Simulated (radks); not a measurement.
Species: Rh XXXVII. Configuration: [He] 2s2 2p5. All-electron calculation, scalar-relativistic Kohn-Sham, LDA (Slater exchange, Perdew-Wang correlation), spin-unpolarised, spherical densities, finite nucleus; Fermi nuclear charge, rms radius 4.4945 fm. Program: a radial shooting solver on a logarithmic mesh with Libxc functionals. Some entries of the table are withheld. Estimate them.

orbital,occ.,eigenvalue (eV),<r^2> (bohr^2),<r> (bohr)
1s,2,-25351.83,0.001436,0.03261
2s,2,(1),0.02240,(2)
2p,5,-5162.610,(3),(4)
3s,0,(5),0.1227,(6)
3p,0,-2156.805,0.1148,0.3155

Answer. 
(1) 2s eigenvalue (eV): -5466.826
(2) 2s <r> (bohr): 0.1381
(3) 2p <r^2> (bohr^2): 0.01735
(4) 2p <r> (bohr): 0.1196
(5) 3s eigenvalue (eV): -2250.378
(6) 3s <r> (bohr): 0.3285
